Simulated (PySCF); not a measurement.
**Working out the ionisation energy of Al⁺**

Al⁺ [Ne] 3s2 (1S) → Al²⁺ [Ne] 3s1 (2S). Computed with PySCF 2.14 in aug-cc-pwCVTZ (8s7p5d3f, 75 functions), with no relativity, point nucleus. Frozen: nothing. Energies in hartree (1 hartree = 27.21139 eV):

```
            part  Al⁺ (lower)  Al²⁺ (upper)
             UHF  -241.673480   -241.029624
CCSD correlation    -0.317125     -0.273480
             (T)    -0.003431     -0.001852
```

What does Hartree-Fock give?

(-241.029624) − (-241.673480) = 0.643856 hartree = 17.520 eV.

What do CCSD and CCSD(T) give?

The CCSD correlation energies differ by 0.043645 hartree = 1.188 eV and the triples by 0.001579 hartree = 0.043 eV, so CCSD gives 18.708 eV and CCSD(T) 18.751 eV.

Measured between the centres of the two terms (NIST): 18.829 eV, so CCSD(T) (all electrons) is off by -0.078 eV.

What remains against the reference includes basis incompleteness and higher excitations.
